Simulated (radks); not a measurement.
The numbers below are computed, except where a source is named.
Orbital eigenvalues (eV) of the potassium ion K3+, [Ne] 3s2 3p4, at several levels of relativity; Dirac values are averaged over j with weights 2j + 1. Spin-unpolarised spherical Kohn-Sham, PBE, point nucleus unless stated (finite: rms radius 3.4349 fm), a radial shooting solver on a logarithmic mesh with Libxc functionals. A level marked "c x" has the speed of light scaled by that factor and shares open shells by 2j + 1; other Dirac levels either fill j = l - 1/2 first or share by 2j + 1.

| shell | non-rel. | scalar-rel. | Dirac, low j first | Dirac, 2j+1 shares, finite nucleus | change of magnitude, last against first (%) |
|---|---|---|---|---|---|
| 1s | -3548.9 | -3566.2 | -3565.7 | -3565.8 | +0.48 |
| 2s | -392.93 | -395.91 | -395.80 | -395.85 | +0.74 |
| 2p | -322.55 | -322.80 | -322.69 | -322.74 | +0.06 |
| 3s | -72.008 | -72.401 | -72.372 | -72.395 | +0.54 |
| 3p | -54.771 | -54.783 | -54.758 | -54.779 | +0.02 |
| 3d (empty) | -29.516 | -29.414 | -29.397 | -29.415 | -0.34 |
| 4s (empty) | -22.745 | -22.825 | -22.819 | -22.824 | +0.35 |
